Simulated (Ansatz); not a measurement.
Consider the redistribution: `CB(C)[SiH2]N` + `O[SiH2][NH][ZnH]` → `C[B](C)[ZnH]` + `N[SiH2]N[SiH2]O`.

Gas-phase electronic energies from Ansatz, PBE0-D4/def2-TZVP geometries. CCSD(T)/CBS adds triple-zeta CCSD(T) − MP2 to the extrapolated MP2 energy (def2 sets, frozen cores). Functionals use def2-TZVPP. B3LYP here is the variant with VWN-RPA as its local correlation; programs differ in this. For Zn outer-core shells are correlated without core-valence functions, which leaves a few kJ/mol of doubt a bond. Scalar relativity is left out up to krypton. One conformer a species, not always the lowest.

`CB(C)[SiH2]N`:

Cartesian coordinates in Å:
```
C 0.471 -1.651 0.217
B 0.259 -0.269 -0.478
C 0.782 -0.036 -1.933
Si -0.711 1.248 0.459
N -1.121 1.090 2.136
H 1.289 -2.250 -0.196
H -0.454 -2.214 0.010
H 0.552 -1.613 1.306
H 0.274 0.747 -2.502
H 1.821 0.308 -1.806
H 0.840 -0.948 -2.536
H 0.111 2.491 0.354
H -1.981 1.491 -0.296
H -1.721 0.338 2.435
H -0.411 1.268 2.829
```

`O[SiH2][NH][ZnH]`:

Cartesian coordinates in Å:
```
O -0.323 1.294 0.350
Si 0.699 0.035 0.762
N 0.297 -1.050 -0.464
Zn -1.086 -0.394 -1.501
H -0.702 1.821 1.054
H 2.122 0.478 0.765
H 0.361 -0.368 2.161
H 0.868 -1.839 -0.716
H -2.235 0.022 -2.411
```

`C[B](C)[ZnH]`:

Cartesian coordinates in Å:
```
C -0.681 -1.323 0.121
B 0.174 -0.022 -0.050
C -0.542 1.304 -0.478
Zn 2.212 -0.012 0.458
H -0.149 -2.259 -0.066
H -0.939 -1.355 1.193
H -1.628 -1.326 -0.430
H -0.748 1.840 0.463
H -1.506 1.165 -0.979
H 0.073 1.995 -1.061
H 3.735 -0.008 0.828
```

`N[SiH2]N[SiH2]O`:

```xyz
13

N     2.058    0.603    1.187
Si    1.234    0.440   -0.306
N    -0.047   -0.703   -0.146
Si   -1.667   -0.627   -0.711
O    -2.791   -0.510    0.488
H     3.051    0.767    1.199
H     1.609    0.963    2.013
H     0.569    1.666   -0.826
H     2.301    0.028   -1.258
H     0.214   -1.559    0.328
H    -1.732    0.547   -1.618
H    -2.044   -1.883   -1.399
H    -2.756    0.267    1.048
```

```json
{"level": "PBE-D4", "ΔE (eV)": "-0.24"}
{"level": "r2SCAN-D4", "ΔE (eV)": "-0.20"}
{"level": "B3LYP-D4", "ΔE (eV)": "-0.30"}
{"level": "PBE", "ΔE (eV)": "-0.25"}
{"level": "r2SCAN", "ΔE (eV)": "-0.21"}
{"level": "SCS-MP2/def2-TZVPP", "ΔE (eV)": "-0.26"}
{"level": "MP2/def2-QZVPP", "ΔE (eV)": "-0.26"}
{"level": "SCS-MP2/def2-QZVPP", "ΔE (eV)": "-0.27"}
```

Task: What does CCSD(T)/CBS give? (Estimate.)

Result: The calculation gave: -0.24 eV. The listed levels differ from it by 0.00, 0.04, -0.06, -0.01, 0.03, -0.02, -0.02, -0.03 eV.

Largest T1 diagnostic among the species: 0.014.

In def2-TZVPP, CCSD(T) changes the Hartree–Fock value by +0.08 eV (the triples alone add +0.01 eV) and MP2 by +0.05 eV.
